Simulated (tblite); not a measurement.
Species: C5H14BPS.
Numbering: `[CH2:1]=[C:2]([CH3:3])[B@-:4]([CH3:5])([PH3+:6])[S:7][CH3:8]` (hydrogens: H9, H10 on C1; H11, H12, H13 on C3; H14, H15, H16 on C5; H17, H18, H19 on P6; H20, H21, H22 on C8)
Bond orders are those of one Lewis drawing.

Computed with GFN2-xTB (tblite), gas phase: L-BFGS steps from a force-field or distance-geometry start until the largest atomic force falls under 0.01 eV/Å.

Step 58: E = -674.7095 eV
```
atom  x, y, z in Å  |  force x, y, z in eV/Å
C1     -1.3381    1.6261    0.0000    0.012   0.014   0.015
C2     -0.8113    0.4995   -0.4702    0.009   0.041   0.001
C3     -1.1228    0.0698   -1.8744   -0.001  -0.016  -0.011
B4      0.1491   -0.4363    0.4269    0.006  -0.041   0.017
C5      0.6319   -1.8456   -0.2072    0.003  -0.014  -0.028
P6     -0.9240   -0.7918    2.0284    0.022   0.023  -0.016
S7      1.6043    0.5464    1.2871   -0.057  -0.044   0.073
C8      2.3984    1.2659   -0.1785   -0.015   0.018  -0.047
H9     -1.9907    2.2587   -0.5833    0.035   0.011  -0.024
H10    -1.1002    1.9870    0.9900   -0.006   0.014   0.041
H11    -0.2002   -0.0074   -2.4483   -0.028   0.005  -0.026
H12    -1.5896   -0.9142   -1.8718   -0.007   0.003  -0.016
H13    -1.7901    0.7772   -2.3651    0.031  -0.034  -0.009
H14     1.2202   -1.6988   -1.1114    0.011   0.001   0.012
H15     1.2569   -2.4140    0.4834   -0.039   0.021  -0.009
H16    -0.2118   -2.4795   -0.4852    0.018  -0.006   0.031
H17    -2.1114   -1.4976    1.9421    0.020  -0.030   0.019
H18    -1.3848    0.3151    2.6978   -0.008   0.014   0.026
H19    -0.3544   -1.4562    3.0984   -0.009  -0.015  -0.010
H20     3.1773    1.9374    0.1671   -0.003  -0.007  -0.001
H21     1.6530    1.8099   -0.7497   -0.009   0.038  -0.025
H22     2.8278    0.4678   -0.7768    0.016   0.004  -0.011
```

Step 59: E = -674.7104 eV
```
atom  x, y, z in Å  |  force x, y, z in eV/Å
C1     -1.3328    1.6272   -0.0052    0.016   0.016   0.024
C2     -0.8116    0.4963   -0.4706    0.038   0.033   0.013
C3     -1.1197    0.0666   -1.8755    0.006  -0.011   0.014
B4      0.1449   -0.4444    0.4274    0.015  -0.039  -0.004
C5      0.6269   -1.8506   -0.2161   -0.006   0.003  -0.014
P6     -0.9201   -0.7903    2.0348    0.009   0.021  -0.034
S7      1.6054    0.5301    1.2901   -0.039  -0.026   0.035
C8      2.3913    1.2694   -0.1732   -0.036   0.002  -0.004
H9     -1.9798    2.2623   -0.5915    0.031   0.012  -0.029
H10    -1.0956    1.9896    0.9843   -0.007   0.015   0.052
H11    -0.1956   -0.0125   -2.4462   -0.027   0.005  -0.032
H12    -1.5877   -0.9162   -1.8715   -0.019  -0.009  -0.030
H13    -1.7839    0.7761   -2.3661    0.018  -0.031  -0.028
H14     1.2200   -1.6951   -1.1156    0.011  -0.003   0.017
H15     1.2468   -2.4271    0.4721   -0.035   0.020  -0.007
H16    -0.2164   -2.4797   -0.5051    0.011  -0.011   0.032
H17    -2.1036   -1.5046    1.9623    0.020  -0.035   0.026
H18    -1.3866    0.3224    2.6898   -0.008   0.021   0.024
H19    -0.3419   -1.4340    3.1124   -0.006  -0.022  -0.011
H20     3.1697    1.9391    0.1774   -0.009  -0.011  -0.009
H21     1.6400    1.8166   -0.7336    0.000   0.038  -0.025
H22     2.8196    0.4781   -0.7811    0.016   0.011  -0.010
```

Step 60: E = -674.7113 eV
```
atom  x, y, z in Å  |  force x, y, z in eV/Å
C1     -1.3283    1.6292   -0.0089    0.020   0.017   0.028
C2     -0.8114    0.4949   -0.4705    0.054   0.013   0.018
C3     -1.1169    0.0640   -1.8758    0.010  -0.001   0.033
B4      0.1413   -0.4507    0.4283    0.017  -0.019  -0.023
C5      0.6234   -1.8536   -0.2225   -0.014   0.016   0.004
P6     -0.9172   -0.7891    2.0397   -0.008   0.017  -0.033
S7      1.6047    0.5183    1.2930   -0.011   0.001  -0.014
C8      2.3848    1.2716   -0.1701   -0.045  -0.016   0.037
H9     -1.9696    2.2668   -0.5991    0.032   0.008  -0.024
H10    -1.0930    1.9925    0.9809   -0.008   0.012   0.048
H11    -0.1922   -0.0159   -2.4450   -0.020   0.002  -0.033
H12    -1.5858   -0.9180   -1.8712   -0.024  -0.015  -0.035
H13    -1.7787    0.7742   -2.3673    0.002  -0.023  -0.041
H14     1.2203   -1.6914   -1.1182    0.011  -0.006   0.015
H15     1.2394   -2.4352    0.4640   -0.021   0.013   0.002
H16    -0.2187   -2.4801   -0.5186   -0.001  -0.017   0.025
H17    -2.0973   -1.5105    1.9763    0.018  -0.035   0.032
H18    -1.3884    0.3268    2.6867   -0.003   0.016   0.015
H19    -0.3331   -1.4202    3.1216   -0.003  -0.021  -0.016
H20     3.1636    1.9396    0.1836   -0.019  -0.015  -0.014
H21     1.6298    1.8214   -0.7231    0.008   0.030  -0.019
H22     2.8128    0.4847   -0.7845    0.005   0.021  -0.003
```

Task: Estimate the geometry and energy of step 61. (The exact step hangs on the optimiser's Hessian estimate; all steps are aligned on step 60, rigid shifts and turns removed.)

Result: E = -674.7121 eV, largest force 0.077 eV/Å
```
atom  x, y, z in Å  |  force x, y, z in eV/Å
C1     -1.3244    1.6339   -0.0115    0.025   0.014   0.025
C2     -0.8108    0.4964   -0.4692    0.051  -0.007   0.014
C3     -1.1140    0.0623   -1.8745    0.011   0.010   0.036
B4      0.1379   -0.4534    0.4306    0.013   0.015  -0.035
C5      0.6221   -1.8528   -0.2249   -0.018   0.024   0.020
P6     -0.9158   -0.7892    2.0432   -0.027   0.008  -0.042
S7      1.6017    0.5143    1.2951    0.015   0.022  -0.045
C8      2.3779    1.2705   -0.1706   -0.044  -0.020   0.060
H9     -1.9588    2.2739   -0.6072    0.033   0.000  -0.010
H10    -1.0923    1.9977    0.9793   -0.010   0.007   0.032
H11    -0.1895   -0.0169   -2.4437   -0.008  -0.004  -0.027
H12    -1.5826   -0.9198   -1.8696   -0.023  -0.013  -0.030
H13    -1.7745    0.7711   -2.3686   -0.016  -0.009  -0.044
H14     1.2207   -1.6854   -1.1180    0.011  -0.009   0.006
H15     1.2369   -2.4353    0.4604    0.002  -0.002   0.020
H16    -0.2173   -2.4805   -0.5233   -0.021  -0.024   0.009
H17    -2.0929   -1.5147    1.9814    0.006  -0.039   0.031
H18    -1.3905    0.3238    2.6926    0.000   0.022   0.009
H19    -0.3301   -1.4203    3.1231    0.011  -0.025  -0.004
H20     3.1585    1.9369    0.1821   -0.023  -0.009  -0.010
H21     1.6218    1.8221   -0.7209    0.013   0.021  -0.011
H22     2.8054    0.4848   -0.7867   -0.005   0.017  -0.004
```

The energy changes by -0.0008 eV. The first-order estimate −F·Δx gives -0.0012 eV and the mean of the old and new forces, exact on a quadratic surface, -0.0009 eV. The step makes an angle of 76° with the force vector and moves no atom by more than 0.015 Å.

What follows is the cost of the whole relaxation. On one thread of an Arm Neoverse N1, shared host with 64 logical CPUs at a one-minute load of 56, this took 3.5 s of wall time.
